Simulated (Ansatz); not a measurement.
Basis-set extrapolation for B2H5NOSi, SMILES `O[SiH]1BNB1` (PBE0-D4/def2-TZVP geometry, frozen core, Ansatz). Multiplicity 1, RHF reference.

```
                      def2-TZVPP   def2-QZVPP
                 HF  -470.673090  -470.690703
    MP2 correlation    -0.754375    -0.810279
CCSD(T) correlation    -0.824990      not run
```

Energies in hartree. Use E(X) = E(∞) + A·exp(−7.88·√X) for Hartree–Fock and E(X) = E(∞) + B·X^(−2.97) for correlation, with X = 3 and 4, and add CCSD(T) minus MP2 of the smaller set to the MP2 limit.

Problem. What is the CCSD(T) energy at the basis-set limit?

Solution. HF limit: -470.690703 + (-0.017613) × 0.13774 = -470.69313. MP2 limit: -0.810279 + (-0.055904) × 0.74074 = -0.85169. Higher-order term: -0.824990 − (-0.754375) = -0.07061. Total: -471.61543 hartree, 308.1 kJ/mol below CCSD(T)/def2-TZVPP.
